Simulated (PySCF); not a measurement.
# Ga⁺: excitation energy

Ga⁺ [Ar] 3d10 4s2 (1S) → Ga⁺ [Ar] 3d9 4s2 4p1 (high-spin determinant), as a difference of total energies. Calculation: PySCF 2.14, in aug-cc-pVDZ-PP with ECP10MDF (5s4p3d, 32 functions); scalar relativity through the core potential. The calculations carry no spin-orbit coupling.

| method | excitation energy (eV) |
| --- | --- |
| UHF | 21.167 |
| LDA | 23.299 |
| PBE | 23.031 |
| PBE0 | 22.749 |
| r2SCAN | 22.511 |
| BHandHLYP | 22.379 |
| B97-3 | 22.978 |
| BLYP | 22.891 |
| wB97X-V | 22.945 |

The upper state lies above the first ionisation limit, where it may autoionise and the basis confines it.

The determinant of the upper state mixes LS terms, which raises its energy above the lowest term, most at the Hartree-Fock and MP2 levels.
